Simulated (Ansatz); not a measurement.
CH₇GeIn, relaxed with RKS PBE0-D4/def2-TZVP in the Gaussian-basis code of Ansatz from a PBE-D4/def2-SVP geometry. The force threshold is 0.005 eV/Å; the program also tests the step.

Total charge 0; spin multiplicity 1. In: def2 effective core potential. The bonds changed during the relaxation, so this is another structure than the one it started from.

Start:

```xyz
10

C     0.987   -1.562    0.211
In    0.658   -0.653    2.286
Ge   -0.961    1.483   -0.427
H     0.031   -1.893   -0.254
H     1.643   -2.456    0.295
H     1.477   -0.856   -0.496
H    -0.685    1.209    1.088
H     0.390    1.711   -1.144
H    -1.698    0.265   -1.030
H    -1.843    2.752   -0.529
```

Problem. By how much does the energy fall, and how many steps does the optimiser take? (Best estimate.)

Solution. Computed: 0.69 kcal/mol, in 7 steps.

Problem. Which bonds change most? (An estimate is asked.)

Solution. Computed: C1–In2 from 2.289 to 2.247 Å; Ge3–H7 from 1.565 to 1.547 Å; C1–H4 from 1.113 to 1.096 Å; C1–H6 from 1.113 to 1.096 Å.

Problem. Give the relaxed structure. (Estimate.)

Solution. Ansatz gave: 
```xyz
10

C     0.998   -1.556    0.226
In    0.719   -0.717    2.291
Ge   -0.977    1.482   -0.439
H     0.044   -1.819   -0.245
H     1.600   -2.470    0.282
H     1.520   -0.859   -0.439
H    -0.705    1.207    1.059
H     0.361    1.693   -1.155
H    -1.725    0.288   -1.039
H    -1.836    2.750   -0.541
```
